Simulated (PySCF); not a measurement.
Isomers of C5H6Si, one GFN2-xTB conformer each. Single-point energies are computed at PBE0/pcSseg-1 (PySCF, gas phase, no added dispersion term), electronic only.

```csv
SMILES,GFN2-xTB relative energy (kcal/mol)
C#CC1([SiH3])C=C1,25.2
C#C[SiH2]C1C=C1,34.3
C#CC#CC[SiH3],0.0
```

Conformers: `[CH:1]#[C:2][SiH2:3][CH:4]1[CH:5]=[CH:6]1` with C2–Si3–C4–C5 -151°.

Q: What does PBE0/pcSseg-1 give for the same structures?

A: 
```json
{"SMILES": "C#CC#CC[SiH3]", "PBE0/pcSseg-1 E (Eh)": "-483.09915", "PBE0/pcSseg-1 (kcal/mol)": "0.0", "GFN2-xTB (kcal/mol)": "0.0", "point group": "Cs"}
{"SMILES": "C#C[SiH2]C1C=C1", "PBE0/pcSseg-1 E (Eh)": "-483.07174", "PBE0/pcSseg-1 (kcal/mol)": "17.2", "GFN2-xTB (kcal/mol)": "34.3", "point group": "C1"}
{"SMILES": "C#CC1([SiH3])C=C1", "PBE0/pcSseg-1 E (Eh)": "-483.05707", "PBE0/pcSseg-1 (kcal/mol)": "26.4", "GFN2-xTB (kcal/mol)": "25.2", "point group": "Cs"}
```

Both levels put the same isomer lowest; measured from each level's own lowest isomer, the values differ by up to 17.1 kcal/mol (C#C[SiH2]C1C=C1: 34.3 against 17.2). As drawn, the highest has a three-membered ring and a C=C bond outside aromatic rings, which the lowest lacks.

Q: Which frontier levels, dipoles and rotational constants go with these structures?

A: 
```json
{"SMILES": "C#CC#CC[SiH3]", "HOMO (eV, PBE0/pcSseg-1)": "-7.01", "LUMO (eV)": "-0.46", "dipole (D)": "1.35", "A, B, C (MHz)": "12095, 1003, 941.4"}
{"SMILES": "C#C[SiH2]C1C=C1", "HOMO (eV, PBE0/pcSseg-1)": "-6.96", "LUMO (eV)": "-0.34", "dipole (D)": "1.16", "A, B, C (MHz)": "7664, 1554, 1374"}
{"SMILES": "C#CC1([SiH3])C=C1", "HOMO (eV, PBE0/pcSseg-1)": "-7.30", "LUMO (eV)": "-0.56", "dipole (D)": "1.26", "A, B, C (MHz)": "3704, 2695, 1754"}
```
